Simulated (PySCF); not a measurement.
A core-ionisation job on Si3F6.

Computed with delta-SCF UKS SCAN, pcX-2 on the ionised atom, pcseg-1 elsewhere, spin-free X2C (PySCF 2.14.0). Geometry: PBE0-D3(BJ)/def2-SVP. A driver script takes a list of jobs; this job's settings line and coordinates (Å) are shown.

Command:
```bash
OMP_NUM_THREADS=1 python probes_run.py task.json out
```

Input:
```
{"job": {"kind": "xps", "metal_2p": true}, "charge": 0, "multiplicity": 1}
Si    -0.295251     0.919294    -0.974736
F     -0.042748     0.681684    -2.552238
F     -0.944170     2.387836    -0.807412
Si    -0.929755    -0.932958     0.390356
F     -1.233598    -2.406727    -0.192414
F     -1.968298    -0.663078     1.597728
Si     1.267158    -0.012452     0.575233
F      2.554445    -0.822381     0.032690
F      1.724968     0.779342     1.905143
```

Output:
```
ground state, core basis on atom 0 (Si), 180 functions
  cycle   1  E = -1469.62662822  |g| = 1.15e+00
  cycle   2  E = -1468.66356458  |g| = 2.65e+00
  cycle   3  E = -1469.85155590  |g| = 7.32e-02
  cycle   4  E = -1469.85281703  |g| = 3.94e-02
  cycle   5  E = -1469.85326815  |g| = 9.16e-03
  cycle   6  E = -1469.85327969  |g| = 5.94e-03
  cycle   7  E = -1469.85328386  |g| = 1.71e-03
  cycle   8  E = -1469.85328175  |g| = 2.97e-04
  E(ground) = -1469.87895157 Eh
hole in Si 1s of atom 0
  cycle   1  E = -1400.81609243  |g| = 4.35e+00
  cycle   2  E = -1400.16670005  |g| = 2.50e+00
  cycle   3  E = -1400.57858932  |g| = 1.49e+00
  cycle   4  E = -1401.80233619  |g| = 4.85e-01
  cycle   5  E = -1401.82622027  |g| = 3.09e-01
  cycle   6  E = -1401.87995650  |g| = 5.66e-02
  cycle   7  E = -1401.88057284  |g| = 5.21e-02
  cycle   8  E = -1401.88155470  |g| = 6.69e-03
  cycle   9  E = -1401.88157158  |g| = 2.51e-03
  cycle  10  E = -1401.88157505  |g| = 2.07e-03
  cycle  11  E = -1401.88157383  |g| = 3.82e-04
  E(ion) = -1401.91770757 Eh   <S^2> = 0.7527   hole on atom = 1.000   binding energy = 1849.320 eV
hole in Si 2p of atom 0
  cycle   1  E = -1465.48236945  |g| = 1.24e+00
  cycle   2  E = -1464.92449808  |g| = 1.45e+00
  cycle   3  E = -1465.66307587  |g| = 5.69e-01
  cycle   4  E = -1465.80321164  |g| = 1.77e-01
  cycle   5  E = -1465.80725781  |g| = 9.91e-02
  cycle   6  E = -1465.81325564  |g| = 1.68e-02
  cycle   7  E = -1465.81333626  |g| = 1.22e-02
  cycle   8  E = -1465.81338916  |g| = 3.06e-03
  cycle   9  E = -1465.81339361  |g| = 3.70e-04
  E(ion) = -1465.85245490 Eh   <S^2> = 0.7514   hole on atom = 1.003   binding energy = 109.567 eV
  2p3/2 = 109.325 eV   2p1/2 = 109.950 eV
ground state, core basis on atom 1 (F), 169 functions
  cycle   1  E = -1469.78773702  |g| = 1.27e-01
  cycle   2  E = -1469.78635464  |g| = 1.13e-01
  cycle   3  E = -1469.78755153  |g| = 7.36e-02
  cycle   4  E = -1469.78831153  |g| = 7.86e-03
  cycle   5  E = -1469.78833545  |g| = 1.41e-03
  cycle   6  E = -1469.78833555  |g| = 6.61e-04
  cycle   7  E = -1469.78833675  |g| = 7.98e-05
  E(ground) = -1469.85815775 Eh
hole in F 1s of atom 1
  cycle   1  E = -1443.39961285  |g| = 2.59e+00
  cycle   2  E = -1443.06561782  |g| = 2.23e+00
  cycle   3  E = -1444.16616885  |g| = 4.93e-01
  cycle   4  E = -1444.21561239  |g| = 3.96e-01
  cycle   5  E = -1444.30758647  |g| = 9.08e-02
  cycle   6  E = -1444.30928297  |g| = 5.20e-02
  cycle   7  E = -1444.31060546  |g| = 5.87e-03
  cycle   8  E = -1444.31063118  |g| = 3.05e-03
  cycle   9  E = -1444.31063572  |g| = 1.81e-03
  cycle  10  E = -1444.31063473  |g| = 2.58e-04
  E(ion) = -1444.38691509 Eh   <S^2> = 0.7576   hole on atom = 1.000   binding energy = 693.108 eV
```

Cycles run on a coarse grid; E(ground) and E(ion) are re-evaluated on a finer one, so they differ from the last cycle. For a 2p shell the printed binding energy is that of one 2p hole without spin–orbit coupling; the 2p3/2 and 2p1/2 values follow from a further step that adds the ground-state splitting of the three 2p orbitals and a mean-field spin–orbit operator, and the shell mean corrects the one hole to the average of the three. Atoms in this output count from 0.

Q: How does the 1s binding energy of F2 (atom 2) follow from the two total energies?

A: E(ion) − E(ground) = -1444.38691509 − (-1469.85815775) = 25.471243 Eh, times 27.211386 eV gives 693.11 eV.

In short: Si1s of Si1 1849.32 eV; Si2p of Si1 109.53 eV (mean of the 2p shell); F1s of F2 693.11 eV; one atom stands for each set of equivalent ones.

Isolated species at its PBE0-D3(BJ)/def2-SVP geometry (one conformer only).

On an Intel Xeon at 2.50 GHz with one thread, shared host with 64 logical CPUs at a one-minute load of 58, this took 46 s wall and 0.56 GiB of memory at its peak.
Labels such as C1 count atoms from 1, the log's own numbers from 0.
